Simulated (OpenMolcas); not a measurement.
# Computed transition rates of W3+

```json
{"Program": "OpenMolcas 26.06", "Method": "MS-CASPT2, IPEA 0.25 Eh, imaginary shift 0.1 Eh (closed shells correlated: 5s 5p)", "Basis": "ANO-R3 [9s7p6d4f3g2h]", "Scalar Hamiltonian": "X2C, finite nucleus", "Active space": "3 electrons in 5 orbitals (5d)", "State averaging": "2S+1 = 4 even, 10 roots; 2S+1 = 2 even, 40 roots", "Spin-orbit coupling": "state interaction with AMFI integrals over the reference wave functions, term energies averaged over their components"}
```

Rates come from the transition moments of the reference wave functions (E1 and E2 in the length form). At fixed line strength A goes as λ^-3 for E1 and M1 and as λ^-5 for E2, so a rate at the computed wavelength can be rescaled to the measured one. Measured vacuum wavelengths follow from level energies in the list in J. Phys. B 45, 035001 (2012). Branching counts decays inside the model space alone, at computed energies, and the table is only a selection of the E2 and M1 lines, drawn from those between levels with measured partners whose computed energy lies within a factor of 1.5 of the measured one.

```tsv
Upper	Lower	Type	λ computed (nm)	λ measured (nm)	A computed (s-1)	A rescaled (s-1)	Branching %
5d3 4F 9/2 [70 %]	5d3 4F 7/2	M1	4009	3981	3.36e-01	3.43e-01	100.0
5d3 4F 7/2	5d3 4F 5/2	M1	3049	3118	1.34e+00	1.25e+00	100.0
5d3 4F 5/2	5d3 4F 3/2	M1	2692	2827	1.99e+00	1.72e+00	100.0
5d3 2D 5/2(1)	5d3 4P 5/2	M1	1602	1793	7.07e-01		5.7
5d3 2P 1/2 [58 %]	5d3 4P 1/2 [58 %]	M1	1403	1517	7.17e+00		90.6
5d3 2G 7/2	5d3 4F 7/2	M1	1162	1174	2.56e+00		28.6
5d3 4P 5/2	5d3 4F 7/2	M1	920.9	957.4	5.09e-01		11.5
5d3 2G 7/2	5d3 4F 5/2	M1	841.2	853	6.37e+00		71.1
5d3 2F 5/2	5d3 4P 5/2	M1	836.6	930.4	1.28e+00		18.9
5d3 4P 1/2 [58 %]	5d3 4F 3/2	M1	817.8	849.4	7.70e-01		78.6
5d3 4P 1/2 [58 %]	5d3 4F 3/2	E2	817.8	849.4	7.25e-02	6.00e-02	7.4
5d3 2H 11/2	5d3 4F 9/2 [70 %]	M1	756.2	771.2	1.42e+00		48.5
5d3 4P 5/2	5d3 4F 5/2	M1	707.3	732.5	4.62e-01		10.5
5d3 2F 5/2	5d3 2G 7/2	M1	704.1	788.8	1.38e+00		20.4
5d3 2F 7/2	5d3 2G 7/2	M1	702.8	760.4	2.33e+00		30.3
5d3 2D 5/2(2)	5d3 2F 7/2	M1	637.4	672.3	4.87e+00		9.1
5d3 2D 5/2(2)	5d3 2F 5/2	M1	636.4	651.5	8.83e+00		16.5
5d3 2D 5/2(1)	5d3 4F 7/2	M1	584.8	624.2	8.24e+00		66.0
5d3 2F 7/2	5d3 4F 9/2 [70 %]	M1	491.6	522	3.31e+00		43.1
5d3 2D 5/2(1)	5d3 4F 5/2	M1	490.6	520.1	1.46e+00		11.7
5d3 2F 7/2	5d3 4F 5/2	M1	382.9	402	1.04e+00		13.5
5d3 2D 5/2(2)	5d3 4P 5/2	M1	361.5	383.2	1.16e+01		21.6
5d3 2F 5/2	5d3 4F 3/2	M1	335.5	357.9	2.17e+00		32.1
5d3 2D 5/2(2)	5d3 4F 9/2 [70 %]	E2	277.5	293.9	2.90e+00		5.4
5d3 2D 5/2(2)	5d3 4F 7/2	M1	259.6	273.7	2.25e+00		4.2
```

Spin-changing lines and M1 lines between different terms are not rescaled, since their strength hangs on the term gaps too.

The largest correction is for 5d3 4P 1/2 [58 %] → 5d3 4F 3/2 (E2): 7.25e-02 × (817.8 / 849.4)^5 = 6.00e-02 s-1, a factor of 0.83.

The computed rate and branching of 5d3 4F 5/2 → 5d3 4F 3/2 give the upper level a radiative lifetime of 1.000 / 1.99e+00 s-1 = 5.03e-01 s, counting decays inside the model space alone. The rescaled rate gives about 5.8e-01 s.

These are rates of the free ion; in crystals, glasses and complexes forced electric-dipole and non-radiative decay shorten such lifetimes by orders of magnitude. No measured rate stands beside these. Rescaling mends the energy factor alone: line strengths can still be far off where a level mixes with configurations outside the active space, and weak or spin-changing lines hang on small mixing coefficients that depend on the term gaps too, so rescaling need not improve them.

CASPT2 does not keep the components of a term degenerate, so their means are used; among the terms shown or strongly mixed into the levels shown the widest spread is 510 cm-1 (5d3 4F). The CASPT2 spread within a term exceeds the gap to the next term for 5d3 2G and 5d3 4P, 5d3 2H and 5d3 2D(1), so the order of their levels is uncertain. Measured partners are found by configuration, term and J. A level has none where our copy of the source lacks it or the pairing is in doubt (some pairs that miss far off the trend of their configuration count as doubtful). Levels of configurations outside the active space are missing.

A share in square brackets marks a mixed level and gives the weight of the term that names it. A number in round brackets counts repeated terms of one configuration in the order of the reference energies.
